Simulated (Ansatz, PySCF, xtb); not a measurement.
Noncovalent pair: C2H2 (SMILES C#C) (first 4 atoms) with CH2F2 (SMILES FCF); geometry from B3LYP-D3(BJ)/def2-TZVP, rigid monomers moved along the line of their centres of mass till H4···F5 is 2.84 Å.
(charge 0, multiplicity 1):
```csv
atom,x (Å),y (Å),z (Å)
C,0.5992,0.0170,-0.6972
C,-0.3521,-0.0636,0.0254
H,1.4373,0.0858,-1.3471
H,-1.1855,-0.1347,0.6829
F,-1.0993,0.1336,3.5090
C,0.2272,0.1061,3.8434
F,0.4641,-1.0292,4.5547
H,0.4387,0.9691,4.4761
H,0.8135,0.0795,2.9246
```

Monomers are frozen at their geometry in the pair; levels with a basis set take the counterpoise correction. Rows marked so take none.

Rows in 3-21G carry no dispersion term and start afresh at each structure.

The values were computed with Ansatz (Gaussian orbitals); PySCF for 3-21G rows; xtb for the GFN methods. Each number belongs to the level named beside it.

Q: One of these levels gives -1.42 kcal/mol for the interaction energy. Name it.
(A) GFN-FF
(B) HF/3-21G (no counterpoise)
(C) r2SCAN/def2-TZVPPD

A: C, r2SCAN/def2-TZVPPD. The others give -0.71 (GFN-FF), -2.44 (HF/3-21G (no counterpoise))

Ansatz is a program for electronic structure.
